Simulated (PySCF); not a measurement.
InH, optimised at PBE/def2-SVP:

```xyz
2

In     0.0049    -0.6951     0.6371
H     -0.0049     0.6951    -0.6371
```

Energies from PySCF (xtb for GFN2), thermal terms from the rigid-rotor harmonic-oscillator model, ideal gas at 1 bar. All species are closed-shell singlets. In: scalar-relativistic def2 core potential, no spin-orbit coupling. InH: computed as isolated molecules; such fragments, hydroxides, amides, oligomers or adducts are transient or little studied in the gas.

Problem. List the harmonic frequencies (cm⁻¹, unscaled) at this level and at the other levels, each on its own geometry.

Solution. 
- PBE/def2-SVP: 1383
- GFN2-xTB: 1113
- PBE0/def2-TZVP: 1462
